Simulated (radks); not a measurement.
Results of a calculation; reference values are marked as such.
Task: The caesium anion Cs-, [Xe] 6s2, held by a Watson sphere: a shell of charge +1.29 at radius R that stands for the Madelung well of a crystal (potential energy -1.29/R inside, -1.29/r outside, in hartree with lengths in bohr). Code: a radial shooting solver on a logarithmic mesh with Libxc functionals. Model: scalar-relativistic Kohn-Sham, LDA (Slater exchange, Perdew-Wang correlation), spin-polarised, spherical densities, point nucleus. Response by self-consistent Sternheimer equations with the Hartree and adiabatic LDA kernel, the relativistic mass of each level held fixed and spin-orbit coupling left out. The sphere does not respond.

R (bohr)  e(5s) (eV)  e(5p) (eV)  e(6s) (eV)  <r> 6s (bohr)  sum of <r^2> (bohr^2)  X-ray form factor at sin(theta)/lambda = 0.1 1/angstrom  alpha (bohr^3)
3.5          -29.910     -16.720      -4.683          4.711                  101.7                                                   50.803           213.0
4.28         -28.787     -15.583      -4.454          4.941                  106.8                                                   50.724           253.5
4.34         -28.721     -15.515      -4.432          4.961                  107.3                                                   50.719           257.5
4.9          -28.199     -14.976      -4.222          5.153                  111.5                                                   50.675           299.4
5.41         -27.842     -14.606      -4.022          5.330                  115.6                                                   50.643           344.1
6.22         -27.424     -14.174      -3.711          5.601                  122.3                                                   50.610           425.4
6.32         -27.382     -14.129      -3.674          5.632                  123.1                                                   50.607           436.2

Estimate the row for R = 3.59 bohr.

Result: e(5s) (eV) -29.751; e(5p) (eV) -16.562; e(6s) (eV) -4.662; <r> 6s (bohr) 4.733; sum of <r^2> (bohr^2) 102.3; X-ray form factor at sin(theta)/lambda = 0.1 1/angstrom 50.793; alpha (bohr^3) 216.6.
